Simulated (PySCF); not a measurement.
# Correlation energy of K²⁺ (potassium, charge +2)

[Ne] 3s2 3p5, 2P determinant. All numbers are calculated (PySCF 2.14, no relativity, point nucleus, in def2-SVP (5s3p2d, 24 functions)). Frozen: [Ne] 3s2; 5 electrons correlated.

Total MP2 correlation energy: -24.06 mhartree.

Same-spin part -7.51 and opposite-spin part -16.55 mhartree; SCS-MP2 scales them by 1/3 and 6/5 to -22.36 mhartree.

```tsv
level	correlation energy (mhartree)
CCSD	-27.56
(T)	-0.01
CCSD(T)	-27.57
```

Diagnostics: T1 = 0.00057, D1 = 0.0008, largest double amplitude 0.014.

Cost of the coupled-cluster step: 0.07 s of wall time on 1 thread of Neoverse-V2 (shared host), for 5 correlated electrons.

Iterations:

```
CC2 = 0
CCSD nocc = (np.int64(3), np.int64(2)), nmo = (18, 18)
frozen orbitals [[0, 1, 2, 3, 4, 5], [0, 1, 2, 3, 4, 5]]
max_cycle = 100
direct = 0
conv_tol = 1e-08
conv_tol_normt = 1e-06
diis_space = 8
diis_start_cycle = 0
Init t2, MP2 energy = -0.0240583322415542
Init E_corr(UCCSD) = -0.0240583322415599
cycle = 1  E_corr(UCCSD) = -0.0270979325481437  dE = -0.00303960031  norm(t1,t2) = 0.0109693
cycle = 2  E_corr(UCCSD) = -0.027490829590633  dE = -0.000392897042  norm(t1,t2) = 0.00164789
cycle = 3  E_corr(UCCSD) = -0.0275568508531456  dE = -6.60212625e-05  norm(t1,t2) = 0.000328667
cycle = 4  E_corr(UCCSD) = -0.027555425472081  dE = 1.42538106e-06  norm(t1,t2) = 4.6945e-05
cycle = 5  E_corr(UCCSD) = -0.0275554906729075  dE = -6.52008266e-08  norm(t1,t2) = 6.877e-06
cycle = 6  E_corr(UCCSD) = -0.0275554855462208  dE = 5.1266867e-09  norm(t1,t2) = 4.73418e-07
UCCSD converged
E(UCCSD) = -597.7963381030683  E_corr = -0.02755548554622084
UCCSD(T) correction = -1.24026736785202e-05
```
